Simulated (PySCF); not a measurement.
## cyclo-(Me2SiS)3: computed shieldings and shifts

cyclo-(Me2SiS)3, C6H18S3Si3, point group C2.

Geometry (Å), atoms numbered from 1 in this order:
```xyz
30

Si    1.9599   -0.2232    0.4879
C     1.6185   -0.2936    2.3239
C     3.7224   -0.6974    0.0951
S     1.7086    1.7970   -0.2299
Si   -0.3977    1.8747   -0.7026
C    -0.6738    1.2963   -2.4582
C    -0.9162    3.6536   -0.4713
S    -1.5803    0.7528    0.7194
Si   -1.2501   -1.3081    0.1647
C    -1.5384   -2.3036    1.7201
C    -2.4238   -1.8496   -1.1851
S     0.7356   -1.6185   -0.6244
H     2.3308    0.3655    2.8450
H     1.7393   -1.3194    2.7054
H     0.6012    0.0621    2.5419
H     3.9404   -1.7096    0.4697
H     3.9008   -0.6758   -0.9898
H     4.4164    0.0108    0.5748
H    -0.2949    0.2728   -2.5914
H    -1.7439    1.3283   -2.7158
H    -0.1224    1.9583   -3.1443
H    -0.7733    3.9694    0.5725
H    -0.3116    4.3086   -1.1182
H    -1.9772    3.7801   -0.7371
H    -0.8337   -2.0230    2.5152
H    -1.4111   -3.3759    1.5033
H    -2.5632   -2.1405    2.0902
H    -2.2468   -2.9060   -1.4426
H    -2.2957   -1.2445   -2.0936
H    -3.4635   -1.7426   -0.8382
```

GIAO calculations in PySCF 2.14.0 with density-fitted response routines on the PBE0-D3(BJ)/def2-SVP structure: isolated species, non-relativistic, equivalent atoms averaged; basis pcSseg-1.

Q: Give the isotropic shieldings (ppm) with B3LYP, PBE0.

A: 
```
                                                                  atoms                        environment  B3LYP   PBE0
                                                              S4/S8/S12              sulfur bonded to 2 Si    654    675
                                                            Si1/Si5/Si9         silicon bonded to 2 C, 2 S  300.3  317.6
                                                    C2/C3/C6/C7/C10/C11           carbon bonded to Si, 3 H  170.3  175.6
H13/H14/H15/H16/H17/H18/H19/H20/H21/H22/H23/H24/H25/H26/H27/H28/H29/H30  hydrogen on a carbon bonded to Si  30.80  30.67
                                                     HOMO–LUMO gap (eV)                                  –   6.78   7.20
```

Q: And the chemical shifts, against references computed in the same way?

A: 
```
                                                                  atoms  nucleus, reference  B3LYP  PBE0
                                                              S4/S8/S12            ³³S, CS2   -168  -179
                                                            Si1/Si5/Si9           ²⁹Si, TMS   37.6  34.4
                                                    C2/C3/C6/C7/C10/C11            ¹³C, TMS    8.9   8.8
H13/H14/H15/H16/H17/H18/H19/H20/H21/H22/H23/H24/H25/H26/H27/H28/H29/H30             ¹H, TMS   0.58  0.59
```

Q: Which part of the shielding of S4/S8/S12 depends on the functional?

A: Diamagnetic: B3LYP 1066, PBE0 1066 ppm; paramagnetic: B3LYP -413, PBE0 -391 ppm. The diamagnetic part, set mainly by inner electrons, hardly moves; the paramagnetic part goes with low-lying magnetically allowed excitations and carries the spread.
